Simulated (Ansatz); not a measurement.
Cost and result for the atomization energy of `C=C[Si](N)(C=C)N(C)C` (23 atoms, 22 bonds).

Cartesian coordinates in Å:
```
C 1.877 -1.881 -1.244
C 1.812 -1.138 -0.142
Si 0.266 -0.297 0.488
N -0.706 -1.278 1.517
C 0.789 1.158 1.539
C 0.095 1.619 2.578
N -0.707 0.104 -0.877
C -0.145 0.763 -2.033
C -2.115 0.389 -0.723
H 1.020 -1.991 -1.903
H 2.780 -2.410 -1.539
H 2.710 -1.074 0.474
H -1.021 -2.174 1.179
H -0.454 -1.336 2.490
H 1.696 1.698 1.264
H -0.825 1.142 2.903
H 0.406 2.492 3.146
H 0.925 0.568 -2.110
H -0.620 0.402 -2.955
H -0.291 1.853 -1.996
H -2.677 0.021 -1.591
H -2.505 -0.098 0.171
H -2.311 1.469 -0.638
```

Total charge 0; spin multiplicity 1. Geometry: relaxed with PBE0-D4/def2-TZVP. It is one conformer, not always the lowest. Program: Ansatz. All runs use 6 threads of an AMD EPYC 7R13 on a shared host and a share of an NVIDIA H100 80 GB. Times are those of one run each, without the atoms' runs, and a repeat can differ threefold. Electronic energies, without spin–orbit coupling; frozen cores. CCSD(T)/CBS adds CCSD(T) − MP2 in def2-TZVPP to the MP2 limit, and its time is that of the two runs behind it. T1 = 0.011. B3LYP takes the VWN-RPA correlation (the form of Gaussian; ORCA's B3LYP/G). HSE06 is the plane-wave form, built on full-range PBE exchange.

CCSD(T)/CBS is a level of theory with its own doubt, some kJ/mol a heavy atom from the limit and from the frozen cores, so smaller differences don't rank the functionals.

| level | functions | wall time |
| --- | --- | --- |
| LDA (SPW92)/def2-TZVPP | 486 | 1.6 s |
| PBE0-D4/def2-TZVPP | 486 | 2.1 s |
| r2SCAN-D4/def2-TZVPP (with forces) | 486 | 2.3 s |
| CAM-B3LYP-D4/def2-TZVPP | 486 | 2.3 s |
| CCSD(T)/def2-SVP | 200 | 2.6 s |
| B3LYP-D4/def2-TZVPP (with forces) | 486 | 2.8 s |
| HSE06-D4/def2-TZVPP | 486 | 2.8 s |
| B2PLYP/def2-TZVPP | 486 | 3.1 s |
| PBE-QIDH/def2-TZVPP | 486 | 3.1 s |
| ωB97X-V/def2-TZVPP | 486 | 3.2 s |
| MP2/def2-QZVPP | 946 | 5 s |
| CCSD(T)/def2-TZVPP | 486 | 34 s |
| CCSD(T)/CBS(def2) | – | 39 s |

Problem. What atomization energy does each give, and how far from CCSD(T)/CBS? (An estimate is asked.)

Solution. Ansatz gave: 
| level | atomization (kJ/mol) | difference from CCSD(T)/CBS | per bond |
| --- | --- | --- | --- |
| LDA (SPW92)/def2-TZVPP | 10444.0 | 1283.1 | 58.3 |
| PBE0-D4/def2-TZVPP | 9216.7 | 55.8 | 2.5 |
| r2SCAN-D4/def2-TZVPP (with forces) | 9165.9 | 5.0 | 0.2 |
| CAM-B3LYP-D4/def2-TZVPP | 9223.5 | 62.6 | 2.8 |
| CCSD(T)/def2-SVP | 8687.1 | -473.8 | -21.5 |
| B3LYP-D4/def2-TZVPP (with forces) | 9198.4 | 37.5 | 1.7 |
| HSE06-D4/def2-TZVPP | 9222.6 | 61.7 | 2.8 |
| B2PLYP/def2-TZVPP | 9076.2 | -84.7 | -3.8 |
| PBE-QIDH/def2-TZVPP | 9119.0 | -41.9 | -1.9 |
| ωB97X-V/def2-TZVPP | 9185.9 | 25.0 | 1.1 |
| MP2/def2-QZVPP | 9183.7 | 22.8 | 1.0 |
| CCSD(T)/def2-TZVPP | 8928.2 | -232.7 | -10.6 |
| CCSD(T)/CBS(def2) | 9160.9 | 0.0 | 0.0 |

From r2SCAN to r2SCAN0 (25 % exact exchange), in def2-TZVPP and without D4, the atomization energy moves by −117.1 kJ/mol: exact exchange takes away binding that semilocal exchange gives to molecules. The D4 term adds +99.8 kJ/mol with B3LYP and +54.6 kJ/mol with PBE0; it sums over pairs of atoms, weighted by their polarisabilities, and B3LYP, whose exchange is more repulsive, gets the larger term. At CCSD(T), def2-SVP lies −473.8 kJ/mol from the extrapolated value and def2-TZVPP −232.7 kJ/mol: correlation converges slowly with the basis, and small sets miss more of it in the bonded molecule than in its fragments.
